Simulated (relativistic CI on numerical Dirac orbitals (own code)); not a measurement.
Ti²⁺ in a cubic cluster: 3p photoemission with charge transfer

Computed with a charge-transfer multiplet model of a cubic metal-ligand cluster with up to one ligand hole, Slater and spin-orbit integrals from Dirac-Coulomb-Breit ions, Slater integrals scaled by 0.8. The ground state mixes d2 with configurations of k ligand holes L, whose averages lie at kΔ + k(k − 1)U_dd/2; a core hole lowers each added d electron by U_cd. 300 K, Lorentzian 0.9 eV and Gaussian 0.8 eV FWHM.

Atomic integrals in eV (Slater integrals scaled, ζ unscaled), ground: F2dd 6.578, F4dd 4.090, zeta_d 0.013; with the core hole: F2dd 7.618, F4dd 4.781, zeta_d 0.017, zeta_core 0.435, F2cd 8.281, G1cd 10.323, G3cd 6.276.

Cluster parameters (eV): Δ = 7.6, U_dd = 4.4, U_cd = 5, 10Dq(ligand) = 0.1, V(eg) = 2.75, V(t2g) = -1.42, final-state hopping factor = 0.8.

```
         Case   n_d    d2   d3L     S
10Dq = 0.3 eV  2.24  0.76  0.24  1.00
10Dq = 0.6 eV  2.23  0.77  0.23  1.00
10Dq = 1.2 eV  2.23  0.77  0.23  1.00
10Dq = 1.5 eV  2.23  0.77  0.23  1.00
10Dq = 1.8 eV  2.23  0.77  0.23  1.00
```

Weights, n_d and S are thermal averages at 300 K. Binding energies count from the first peak over 30 % of the highest in each spectrum, which can be another peak from case to case. The parameters are a model scan and need not match a compound or its usual spin state. Peaks in eV (height, largest 100):
- 10Dq = 0.3 eV: 0.0 (100), 4.5 (14), 10.5 (14), 13.1 (6), 15.0 (10)
- 10Dq = 0.6 eV: 0.0 (100), 4.7 (15), 10.7 (14), 13.2 (6), 15.2 (10)
- 10Dq = 1.2 eV: 0.0 (100), 5.1 (15), 11.2 (13), 13.6 (5), 15.5 (8)
- 10Dq = 1.5 eV: 0.0 (100), 5.2 (15), 11.3 (12), 13.6 (5), 15.6 (8)
- 10Dq = 1.8 eV: 0.0 (100), 5.3 (14), 11.5 (12), 15.7 (7)

For the case 10Dq = 1.2 eV, Δ = 7.6 eV is larger than U_dd = 4.4 eV, the Mott-Hubbard side of the Zaanen-Sawatzky-Allen scheme. With the core hole the average of the configuration with one ligand hole lies at Δ − U_cd = 2.6 eV before mixing: the effective hopping of about 4.8 eV (from the holes of the mixed ground state) is comparable with this gap or larger, so the configurations mix strongly.

With at most 1 ligand hole the space is cut while the next configuration still counts, so covalency is underestimated, and a final configuration with one more ligand hole, which can lie low, is missing from the spectra.
